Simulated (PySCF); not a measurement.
H₃O₃Sc.

```xyz
7

Sc     0.0000     0.0000     0.0000
O      1.5874    -0.9974     0.0000
H      2.0522    -1.8381     0.0000
O     -1.6575    -0.8760     0.0000
H     -2.6179    -0.8582     0.0000
O      0.0701     1.8734     0.0000
H      0.5658     2.6963     0.0000
```
Charge 0, spin multiplicity 1.

Geometry optimised at B3LYP-D3(BJ)/def2-SVP. The values are those of a single conformer.

Calculation: KT2/pcSseg-1 run with PySCF. Non-relativistic, no solvent.

Computed absolute GIAO shielding of each atom: isotropic value and principal components (ppm):
```csv
atom,σ(iso),σ11,σ22,σ33,span
Sc1,591.4,274.5,749.8,749.8,475.3
O2,98.4,-156.4,105.6,346.2,502.6
H3,27.4,20.0,23.9,38.4,18.5
O4,98.4,-156.4,105.6,346.2,502.6
H5,27.4,20.0,23.9,38.4,18.5
O6,98.4,-156.4,105.6,346.2,502.6
H7,27.4,20.0,23.9,38.4,18.5
```
